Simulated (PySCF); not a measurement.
C₄H₅, multiplicity 2. Atoms are numbered in the order given.

```xyz
9

C     -0.2298     1.9815     0.0000
C      0.1520     0.8103     0.0000
C      0.5660    -0.5030     0.0000
C     -0.3666    -1.6745     0.0000
H     -0.5572     3.0035     0.0000
H      1.6445    -0.7012     0.0000
H     -0.1990    -2.3163    -0.8845
H     -0.1990    -2.3163     0.8845
H     -1.4185    -1.3557     0.0000
```
Charge 0, spin multiplicity 2.

Geometry optimised at B3LYP-D3(BJ)/def2-SVP.

Calculation: SMD-PBE0/6-31G* in PySCF.

Solvation free energies are E(SMD) − E(gas) at the gas-phase geometry, for 1 M in both phases. In vacuum the dipole moment is 0.49 D.

Task: Estimate the solvation free energies in water, dichloromethane, N,N-dimethylformamide. (An estimate is asked for; the answer gives what the named calculation found.)

Result: 
| solvent | ΔG(solv) (kcal/mol) | its non-electrostatic (CDS) part | dipole (D) |
|---|---|---|---|
| water | 0.0 | 4.2 | 0.80 |
| dichloromethane | -4.2 | -0.7 | 0.75 |
| N,N-dimethylformamide | -2.8 | 1.3 | 0.79 |
